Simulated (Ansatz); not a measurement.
Total energies of tris(4-fluorophenyl)sulfonium (C₁₈H₁₂F₃S⁺) from Ansatz at PBE0-D4/def2-SVP, gas phase (1 Eh = 27.2114 eV = 2625.5 kJ/mol). The reference geometry is relaxed at PBE-D4/def2-SVP.

```json
{"state": "charge 1 singlet", "geometry": "reference", "energy (Eh)": "-1388.54992"}
{"state": "charge 0 doublet", "geometry": "reference", "energy (Eh)": "-1388.68857"}
{"state": "charge 0 doublet", "geometry": "relaxed at PBE-D4/def2-SVP", "energy (Eh)": "-1388.70463"}
```

Work out the vertical electron affinity, to the doublet.

E(charge 1 singlet) − E(charge 0 doublet) = -1388.54992 − (-1388.68857) = 0.13865 Eh = 3.77 eV.

How much does the charge 0 doublet relax, and what is the adiabatic electron affinity?

Relaxation: -1388.68857 − (-1388.70463) = 0.01606 Eh = 0.44 eV. Adiabatic electron affinity: 0.15471 Eh = 4.21 eV, without zero-point energy.
